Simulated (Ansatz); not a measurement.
`CO[CH2][AlH][SiH3]` and `CO[CH2][AlH][OH]` differ in one atom or group.

Ansatz, PBE0-D4/def2-TZVP geometries, multiplicity 1. Each molecule was computed in one conformer, which needn't be the lowest.

```json
{"property": "HOMO energy (PBE/def2-TZVPP) / eV", "`CO[CH2][AlH][SiH3]`": "-5.33"}
{"property": "HOMO energy (ωB97M-V/def2-TZVPP) / eV", "`CO[CH2][AlH][SiH3]`": "-8.87"}
{"property": "HOMO–LUMO gap (PBE0/def2-TZVPP) / eV", "`CO[CH2][AlH][SiH3]`": "4.84"}
{"property": "size of the dipole moment (ωB97M-V/def2-TZVPP) / D", "`CO[CH2][AlH][SiH3]`": "1.16"}
{"property": "HOMO energy (PBE0/def2-TZVPP) / eV", "`CO[CH2][AlH][SiH3]`": "-6.66"}
{"property": "HOMO–LUMO gap (PBE/def2-TZVPP) / eV", "`CO[CH2][AlH][SiH3]`": "2.76"}
```

Question: Give the same properties after the change, and the shifts. (An estimate is asked.)

Answer: Computed: 
```json
{"property": "HOMO energy (PBE/def2-TZVPP) / eV", "`CO[CH2][AlH][OH]`": "-5.36", "shift": "-0.03"}
{"property": "HOMO energy (ωB97M-V/def2-TZVPP) / eV", "`CO[CH2][AlH][OH]`": "-9.05", "shift": "-0.18"}
{"property": "HOMO–LUMO gap (PBE0/def2-TZVPP) / eV", "`CO[CH2][AlH][OH]`": "6.11", "shift": "1.27"}
{"property": "size of the dipole moment (ωB97M-V/def2-TZVPP) / D", "`CO[CH2][AlH][OH]`": "1.42", "shift": "0.26"}
{"property": "HOMO energy (PBE0/def2-TZVPP) / eV", "`CO[CH2][AlH][OH]`": "-6.76", "shift": "-0.10"}
{"property": "HOMO–LUMO gap (PBE/def2-TZVPP) / eV", "`CO[CH2][AlH][OH]`": "3.94", "shift": "1.18"}
```

With PBE0 the HOMO falls by 0.10 eV and the LUMO rises by 1.17 eV, so the gap widens by about 1.27 eV. PBE moves the HOMO by -0.03 eV and ωB97M-V by -0.18 eV. Dipoles are sizes alone; their direction can turn.
